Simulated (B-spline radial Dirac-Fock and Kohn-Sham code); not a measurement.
X-ray form factors of ytterbium in several charge states

Calculated with a B-spline atomic structure program, using Dirac-Fock densities.

Configurations: Yb⁶⁵⁺ [He] 2s2 2p1; Yb⁶⁶⁺ [He] 2s2; Yb⁶⁷⁺ [He] 2s1. The first column is f₀ of Yb⁶⁵⁺, the others are differences from it.

```
s (Å⁻¹)  Yb⁶⁵⁺  Δ Yb⁶⁶⁺  Δ Yb⁶⁷⁺
      0  5.000   -1.000   -2.000
   0.05  5.000   -1.000   -2.000
    0.1  4.998   -1.000   -1.999
   0.15  4.996   -0.999   -1.998
    0.2  4.994   -0.998   -1.996
   0.25  4.990   -0.997   -1.994
    0.3  4.985   -0.996   -1.991
   0.35  4.980   -0.995   -1.988
    0.4  4.974   -0.993   -1.984
   0.45  4.967   -0.991   -1.980
    0.5  4.960   -0.989   -1.975
    0.6  4.942   -0.984   -1.964
    0.7  4.922   -0.978   -1.952
    0.8  4.898   -0.972   -1.937
    0.9  4.872   -0.964   -1.921
      1  4.842   -0.956   -1.903
    1.1  4.810   -0.947   -1.883
    1.2  4.776   -0.938   -1.862
    1.4  4.699   -0.916   -1.814
    1.6  4.612   -0.893   -1.761
```
